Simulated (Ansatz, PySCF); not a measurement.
ClGe, SMILES [Cl][Ge] (connectivity only; charge and spin as stated), charge +1, multiplicity 1.

The structure is a stationary point at r2SCAN-D4/def2-TZVP. The spin state was assumed, not searched.

Vertical ionisation energy (IE) and electron affinity (EA) in eV. Rows of orbital energies are one-electron estimates. Where ΔSCF, EOM or ADC give a negative EA the extra electron is unbound and the value depends on the basis.

| level | IE | EA |
|---|---|---|
| −ε(HOMO), −ε(LUMO), HF/def2-TZVPD (PySCF) | 18.58 | 6.29 |
| −ε(HOMO), −ε(LUMO), B3LYP/def2-TZVPD (PySCF) | 15.92 | 9.78 |
| −ε(HOMO), −ε(LUMO), PBE/def2-TZVPD (PySCF) | 14.97 | 10.35 |
| ADC(2)/aug-cc-pVDZ (PySCF) | 18.27 | 7.18 |
| ΔSCF, PBE0/def2-TZVPD (Ansatz), final states of multiplicity 2 and 2 | 18.73 | 7.27 |
| ΔSCF, PBE/def2-TZVPD (Ansatz), final states of multiplicity 2 and 2 | 18.70 | 7.13 |

Question: What vertical singlet–triplet gap does ΔSCF give with PBE0/def2-TZVPD (Ansatz, a program for electronic structure) and with PBE/def2-TZVPD (Ansatz)? (An estimate is asked for; the answer gives what the named calculation found.)

Answer: 3.99 and 4.11 eV (triplet above singlet where positive).

Question: Beyond the first one, list the lowest photoelectron lines from PySCF with ADC(2)/aug-cc-pVDZ with their pole strengths (two spins summed). (An estimate is asked for; the answer gives what the named calculation found.)

Answer: 18.37 eV (1.78), 18.37 eV (1.78), 23.27 eV (1.74).
